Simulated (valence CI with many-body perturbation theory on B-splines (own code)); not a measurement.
# Questions on As XXI

Level of theory: relativistic CI+MBPT: three valence electrons over a frozen Dirac-Fock core [Ne], radial functions for each j: 11 s, 11 p, 10 d, 8 f, 5 g, 2 h, with the one-electron correlation potential Σ1, the two-electron term Σ2, the three-electron term Σ3, Breit, model QED; selected CI, second order for the rest, scaled by the run's own slope (own B-spline code, finite nucleus).

No measured levels were compared; by estimate levels of excited configurations hold to 0.05 to 0.15 % of their energy, terms of the ground configuration to about 0.5 %.

Names give the largest LS component (configuration and term), which can be under half, so a name can repeat, a term be missing and a line seem to break the LS rules; names also repeat where a configuration has a term twice.

Rates and lifetimes use the calculated energies. Strong lines usually hold to 10 to 20 %, long lifetimes can be off by a factor of two.

What is the ground level?

3s²3p ²P°_1/2, composition 98 % 3s²3p ²P°, g = 0.663.

How is the term ²P° of the ground level split?

J = 1/2 at 0.000, J = 3/2 at 0.579 Ry.

Name the longest-lived excited levels whose lifetime is computed, and their main decay.

3s²3p ²P°_3/2 at 0.579 Ry lives 431 μs, mostly by M1 to 3s²3p ²P°_1/2; 3s3p² ⁴P_3/2 at 3.491 Ry lives 19.0 ns, mostly by E1 to 3s²3p ²P°_3/2. The lifetime of 3s3p3d ⁴F°_9/2 is too uncertain to give, and may be longer.

How well does LS coupling describe the low levels?

Among the lowest 20 levels the leading LS term, summed over configurations, holds 88 % on average. For single configurations the figures are 80 % in LS and 73 % in jj coupling. Terms mix most in the J = 1/2 level at 5.692 Ry, where the leading one holds 53 %.

Where does the other parity begin?

At 3s3p² ⁴P_1/2, 3.207 Ry.
